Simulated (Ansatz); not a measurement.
Basis sets compared for B(AsH3)H3 (BAsH₆). Charge 0, multiplicity 1. Geometry B3LYP-D4/def2-TZVP. Ansatz on 4 threads of Arm Neoverse V2 on a shared host; times are rough, and most runs start from earlier orbitals.

```xyz
8

B     0.110    1.175   -0.336
As   -0.078   -0.830    0.237
H     1.171   -1.638    0.497
H    -0.777   -1.794   -0.691
H    -0.825   -1.162    1.507
H     0.745    1.088   -1.352
H     0.690    1.652    0.602
H    -1.037    1.508   -0.465
```

The 6-31G sets use Cartesian d functions. B3LYP takes the VWN-RPA correlation.

Binding counts from free atoms (B doublet, As quartet, H doublet) in the same basis, without a counterpoise term.

```
           level  functions  energy (Eh)  HOMO (eV)  LUMO (eV)  binding per atom (eV)  wall time
        HF/6-31G         50   -2261.9397     -11.47       3.97                   1.94      0.2 s
 PBE-D4/def2-SVP         76   -2263.5995      -7.18      -0.41                   2.83     0.35 s
  B3LYP-D4/6-31G         50   -2263.9712      -8.25       0.52                   2.78      0.4 s
PBE0-D4/def2-SVP         76   -2263.6827      -8.57       0.48                   2.81     0.55 s
```

(1) Estimate the rows for HF/def2-TZVP, PBE-D4/def2-TZVP, B3LYP-D4/def2-TZVP, PBE0-D4/def2-TZVP.

## Answers

(1) 
| level | functions | energy (Eh) | HOMO (eV) | LUMO (eV) | binding per atom (eV) | wall time |
| --- | --- | --- | --- | --- | --- | --- |
| HF/def2-TZVP | 115 | -2262.3400 | -11.44 | 3.01 | 2.09 | 0.45 s |
| PBE-D4/def2-TZVP | 115 | -2263.9097 | -7.33 | -0.79 | 2.83 | 0.55 s |
| B3LYP-D4/def2-TZVP | 115 | -2264.3651 | -8.50 | -0.25 | 2.86 | 0.7 s |
| PBE0-D4/def2-TZVP | 115 | -2263.9897 | -8.67 | 0.09 | 2.81 | 0.9 s |
